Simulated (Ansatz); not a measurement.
Mulliken charges of BH$_{5}$OS$_{2}$Si, SMILES `[SiH3]OB(S)S` from PBE/def2-TZVPP in Ansatz (PBE0-D4/def2-TZVP geometry).

```csv
atom,x (Å),y (Å),z (Å),charge (e)
Si1,1.373,-1.151,0.347,0.317
O2,0.362,0.151,0.471,-0.244
B3,-0.722,0.640,-0.170,0.249
S4,-1.381,-0.208,-1.641,-0.203
S5,-1.537,2.149,0.422,-0.205
H6,2.759,-0.649,0.485,-0.047
H7,1.057,-2.093,1.447,-0.050
H8,1.195,-1.821,-0.966,-0.044
H9,-2.401,0.638,-1.855,0.112
H10,-0.706,2.344,1.460,0.114
```

Q: By hand: the dipole of these point charges (1 e Å = 4.8032 D).

A: Σ q r = (0.178, -0.087, 0.105) e Å, of length 0.224 e Å = 1.08 D.

Q: How does the dipole of the full density compare? (An estimate is asked.)

A: Computed: (0.146, -0.054, 0.106) e Å, 0.90 D; the point charges give 1.20 times that, at 8° from its direction.

Point charges leave out the atoms' own dipoles, such as those of lone pairs, and Mulliken's split depends on the basis, so the two needn't agree.
